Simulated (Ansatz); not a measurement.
Two structures of Si2NH6ClF2, closed shell, reached by relaxing down either side of one saddle point (PBE0-D4/def2-TZVP). Energies are electronic, without zero-point energy. Ansatz 0.2.0; basis: def2-TZVPP and def2-QZVPP; cores frozen in the correlated methods. Extrapolation: Hartree–Fock as exp(−7.88 √X), correlation as X^−2.97. First:

| atom | x (Å) | y (Å) | z (Å) |
| --- | --- | --- | --- |
| Si1 | -1.4102 | -0.1615 | -0.4223 |
| Si2 | 0.0425 | -1.1215 | 1.1166 |
| F3 | -0.9337 | -0.2674 | -1.9366 |
| F4 | -2.8088 | -0.9223 | -0.4048 |
| Cl5 | -1.8679 | 1.8003 | -0.0555 |
| H6 | 2.2598 | 0.7491 | -0.3050 |
| N7 | 1.3116 | 1.0032 | -0.5541 |
| H8 | 0.5474 | -0.0883 | 2.0518 |
| H9 | 1.1565 | -1.7993 | 0.4088 |
| H10 | -0.6996 | -2.1461 | 1.9053 |
| H11 | 1.2494 | 1.0014 | -1.5654 |
| H12 | 1.1529 | 1.9525 | -0.2391 |

Second:

Si1  (-1.008, 0.845, -1.285)
Si2  (0.621, -1.453, 1.949)
F3  (-2.124, 1.453, -2.225)
F4  (-1.176, -0.718, -1.426)
Cl5  (-1.439, 1.449, 0.597)
H6  (1.250, -0.846, 0.748)
N7  (0.561, 1.274, -1.673)
H8  (0.553, -0.442, 3.035)
H9  (1.443, -2.604, 2.404)
H10  (-0.746, -1.922, 1.616)
H11  (1.059, 0.874, -2.450)
H12  (1.007, 2.089, -1.290)
(Å)

(1) Which bonds change from the first to the second?

(2) Give the saddle point's structure and its height above each. (Judge from chemistry; the value comes from the calculation.)

No T1 diagnostic of these runs exceeds 0.012.

Answers

(1) Si₂H₃ClF₂ ([F][Si]([F])([SiH3])[Cl]) + NH₃ → SiNH₂ClF₂ ([NH2][Si]([F])([F])[Cl]) + SiH₄; bonds formed: Si1–N7, Si2–H6; bonds broken: Si1–Si2, H6–N7.

(2) The calculation gives: 48.11 kcal/mol above the first and 62.10 kcal/mol above the second (CCSD(T) at an estimated basis limit (MP2 extrapolated from triple and quadruple zeta, plus CCSD(T) − MP2 in triple zeta)).
Si1  (-0.918, 0.413, -0.768)
Si2  (0.362, -1.044, 1.432)
F3  (-1.539, 1.189, -2.024)
F4  (-1.269, -1.071, -1.185)
Cl5  (-1.834, 1.406, 0.744)
H6  (0.954, 0.196, -0.012)
N7  (0.829, 0.851, -1.025)
H8  (0.813, -0.331, 2.670)
H9  (1.280, -2.220, 1.271)
H10  (-0.970, -1.630, 1.771)
H11  (1.246, 0.395, -1.833)
H12  (1.046, 1.846, -1.040)
(Å)

Labels in which every atom is bracketed show which atoms are joined, not bond orders.

For scale, one of the runs: CCSD(T)/def2-TZVPP, 303 basis functions, launched by `ansatz run in.yaml --threads 5 --pin off --events-out ev --progress --plain --max-ram 66560MiB --backend cuda --devices 0, --max-vram 37GiB`. Hardware: 5 CPU threads of an AMD EPYC 7R13 and a share of one NVIDIA H100, shared host. Wall time 19 s; peak host memory 0.83 GiB.
